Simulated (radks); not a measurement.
Values are calculated unless marked as measured or tabulated.
Question: Valence configurations of neutral silicon (all share [Ne]). Level of theory: non-relativistic Kohn-Sham, PBEsol, spin-polarised, spherical densities, point nucleus; open shells are filled with parallel spins first (a radial shooting solver on a logarithmic mesh with Libxc functionals). Order these by energy: 3s1 3p3; 3s2 3p2; 3p4; 3s0.5 3p3.5; 3s1.5 3p2.5.

Answer: From the lowest, in eV above it: 3s2 3p2 0.000; 3s1.5 3p2.5 2.270; 3s1 3p3 4.038; 3s0.5 3p3.5 9.049; 3p4 13.598. NIST lists [Ne] 3s2 3p2 as the ground configuration; this level of theory agrees among the configurations tried. The energies are those of spherical high-spin densities, not of single terms.
